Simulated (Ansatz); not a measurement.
BFHInO, 5 atoms. Charge 0, multiplicity 1. Correlated methods include outer-core shells of In, which these sets cover unevenly. In: def2 effective core potential. The bonds changed during the relaxation, so this is another structure than the one it started from. All runs use 2 threads of an AMD EPYC 9R45 on a shared host. Correlated methods freeze the cores. Open-shell runs search over several starts.

(1) Give the basis size and wall time and peak host memory of each of these runs in Ansatz. RHF-MP2/def2-QZVPP energy; RKS PBE0-D4/def2-TZVP frequencies; UKS B2PLYP (frozen core)/def2-TZVPP energy of the cation; RKS ωB97M-V/def2-TZVPP energy and forces; UHF-MP2/def2-QZVPP energy of the cation; RHF-CCSD(T)/def2-TZVPP energy; RHF-CCSD(T)/def2-SVP energy; RKS PBE0-D4/def2-SVP energy; RKS LC-ωPBE/def2-TZVPP energy; UKS ωB97M-V/def2-TZVPP energy of the cation; RKS PBE0-D4/def2-TZVP relaxation (10 steps); RKS HSE06 (plane-wave form)-D4/def2-TZVPP energy. (Best estimate.)

Results:

(1) Computed: Other jobs shared the machine, so times are rough.

```csv
level,job,functions,wall time,peak host memory (GiB)
RKS PBE0-D4/def2-SVP,energy,73,0.45 s,0.32
RKS LC-ωPBE/def2-TZVPP,energy,157,0.8 s,0.32
RKS HSE06 (plane-wave form)-D4/def2-TZVPP,energy,157,0.9 s,0.34
RHF-CCSD(T)/def2-SVP,energy,73,1.1 s,0.32
RKS ωB97M-V/def2-TZVPP,energy and forces,157,2.8 s,0.42
RHF-MP2/def2-QZVPP,energy,283,3.5 s,0.91
UKS B2PLYP (frozen core)/def2-TZVPP,energy of the cation,157,3.9 s,0.57
UKS ωB97M-V/def2-TZVPP,energy of the cation,157,4.5 s,0.6
RKS PBE0-D4/def2-TZVP,relaxation (10 steps),149,11 s,0.31
RHF-CCSD(T)/def2-TZVPP,energy,157,13 s,1.4
UHF-MP2/def2-QZVPP,energy of the cation,283,18 s,0.99
RKS PBE0-D4/def2-TZVP,frequencies,149,23 s,0.33
```

LC-ωPBE has ω = 0.4 bohr⁻¹.
